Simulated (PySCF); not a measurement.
hydrogen iodide (HI), SMILES I.

The structure is a stationary point at B3LYP-D3(BJ)/def2-TZVPD. The def2 effective core potentials stand for the cores of I; spin–orbit coupling is left out.

Two levels are set side by side: TDA-PBE/def2-TZVPD (PySCF) and TDA-PBE0/def2-TZVPD (PySCF). Vertical, same geometry. The lowest singlet is HOMO−1→LUMO 99 % with PBE and HOMO→LUMO 99 % with the other functional; states are paired by order. Differences are taken from unrounded values.

```csv
quantity,TDA-PBE0
lowest singlet excitation (eV),5.49
lowest triplet excitation (TDA) (eV),4.84
first bright state (f over 0.05) (eV),7.53
its oscillator strength,0.18
```

Q: What does TDA-PBE give, and how far is it from TDA-PBE0? (The exact figures need the calculation; the answer reports its results.)

A: 
```json
[
 {"quantity": "lowest singlet excitation (eV)", "TDA-PBE": "5.25", "TDA-PBE minus TDA-PBE0": "-0.24"},
 {"quantity": "lowest triplet excitation (TDA) (eV)", "TDA-PBE": "4.66", "TDA-PBE minus TDA-PBE0": "-0.18"},
 {"quantity": "first bright state (f over 0.05) (eV)", "TDA-PBE": "7.13", "TDA-PBE minus TDA-PBE0": "-0.40"},
 {"quantity": "its oscillator strength", "TDA-PBE": "0.08", "TDA-PBE minus TDA-PBE0": "-0.10"}
]
```

A lower first singlet is the usual sign of a functional without exact exchange. Differences between two approximate levels are no errors against the true value.

Rough cost on one machine, each run with all the roots and properties that it gave: TDA-PBE0 against TDA-PBE within a factor of 2.
